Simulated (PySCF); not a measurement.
**H2MoN, doublet: structure and spectrum**

These are results of UPBE0/[Mo def2-TZVP with ECP28, N def2-TZVP, H def2-TZVP], scalar-relativistic core potentials, density fitting, no spin–orbit coupling, PySCF, not measurements.

The structure is a minimum.

| Item | Value |
| --- | --- |
| Point group | Cs |
| Bond lengths | Mo–H 1.700 Å (×2), Mo–N 1.613 Å |
| Bond angles | H–Mo–H 103.5°, H–Mo–N 98.2° (×2) |
| Entropy at 298.15 K and 1 bar (electronic part: spin only) | 265.2 J/(mol K) |
| Rotational symmetry number | 1 |
| Dipole moment | 4.46 D |
| Principal polarisabilities | 44.7, 45.3, 52.6 bohr³ |
| Lowest empty level (α) | -2.62 eV |
| Highest occupied level (α) | -6.94 eV |
| Atomisation energy without zero-point energy | 997 kJ/mol |
| Zero-point energy | 40.5 kJ/mol |
| Heat capacity Cp at 298.15 K | 47.4 J/(mol K) |
| Rotational constants | 2.986, 0.4908, 0.4697 cm⁻¹ |
| Spin squared ⟨S²⟩ | 0.770 |
| Principal quadrupole moments (Buckingham, traceless) about the centre of mass | -3.30, -0.08, 3.39 D Å |
| Enthalpy at 298.15 K above 0 K | 11.29 kJ/mol |

Harmonic modes (masses in u: Mo 97.905, N 14.003, H 1.008):
```tsv
symmetry	ω (cm⁻¹)	IR (km/mol)	type
a'	486	139	bend
a''	642	36.3	bend
a'	658	63.2	bend
a'	1180	87.2	stretch
a''	1886	261	stretch
a'	1924	82.8	stretch
```

Charges (e):
```json
{"atom": "Mo1", "Mulliken": "0.64", "Löwdin": "0.33", "polar tensor": "1.10", "spin (Mulliken)": "1.32", "Mayer order to Mo1": "–"}
{"atom": "N2", "Mulliken": "-0.46", "Löwdin": "-0.23", "polar tensor": "-0.52", "spin (Mulliken)": "-0.21", "Mayer order to Mo1": "2.94"}
{"atom": "H3,4", "Mulliken": "-0.09", "Löwdin": "-0.05", "polar tensor": "-0.29", "spin (Mulliken)": "-0.05", "Mayer order to Mo1": "0.94"}
```

Mulliken populations on Mo1 (electrons outside its core potential): s 2.53, p 6.24, d 4.56, f 0.03.

Outer orbital energies (eV). α occupied: -19.52, -9.85, -9.40, -9.28, -8.99, -8.32, -6.94; empty: -2.62, -2.47, -0.62, 0.29. β occupied: -19.78, -9.61, -9.33, -9.21, -8.91, -8.28; empty: -2.43, -2.30, -1.88, -0.45.

Only a few start shapes were tried, so a lower isomer may exist. With open d or f shells other occupations or spin states may lie lower.

The final relaxation and frequency run took 45 s on 2 threads of a shared Arm Neoverse V2 host, with 83 basis functions and 14 gradients; the process peaked at 0.97 GiB.
